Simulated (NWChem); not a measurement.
Molecule: C3HClF2; SMILES FC(=C=CCl)F

Computed with NWChem. The geometry was optimised at PBE-D3(BJ)/def2-SVP. Level: B3LYP/def2-SVP with SMD (1 M gas to 1 M solution), gas-phase geometry.

**Question.** What does the run give for solvent ethyl acetate? Quantities: solvation free energy (kcal/mol); cavity-dispersion-structure term (kcal/mol); dipole in solution (D).

**Answer.** 
```yaml
solvation free energy (kcal/mol): -1.6
cavity-dispersion-structure term (kcal/mol): 0.2
dipole in solution (D): 1.50
```
